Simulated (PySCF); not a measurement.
**MgI⁺: frontier orbitals**

CAM-B3LYP at R = 2.480 Å; PySCF, scalar-relativistic core potentials, basis sets Mg aug-cc-pVDZ, I aug-cc-pVDZ-PP with ECP28. State: ¹Σ⁺ (singlet), closed shell. Only the outer orbitals are listed, counted within each symmetry, core potentials removing the inner ones.

```csv
orbital,occ.,ε (eV),on Mg (%),main shells (%)
7σ,2,-25.51,7,93 I s
8σ,2,-15.29,37,"60 I p, 30 Mg s"
4π,2,-13.58,6,94 I p
4π,2,-13.58,6,94 I p
9σ,0,-8.54,87,"61 Mg s, 26 Mg p, 12 I p"
5π,0,-5.20,97,94 Mg p
5π,0,-5.20,97,94 Mg p
```

Task: Which are the highest filled and the lowest empty level, where do they sit, and how wide is the gap?

Result: Highest filled 4π at -13.58 eV (in %: 94 I p); lowest empty 9σ at -8.54 eV (in %: 61 Mg s, 26 Mg p, 12 I p); the gap at CAM-B3LYP is 5.04 eV.

- bond order (Mayer): 1.46
- ⟨S²⟩: 0.000
- charge on Mg (Mulliken, basis-dependent): 0.88
- charge on Mg (Löwdin, basis-dependent): 0.94
- dipole moment (positive dipole points towards I; it is taken about the centre of mass and depends on that origin): -11.99 D
- polarisability along the bond: 77.5 bohr³
- polarisability across the bond: 42.7 bohr³

Spin–orbit coupling is left out.
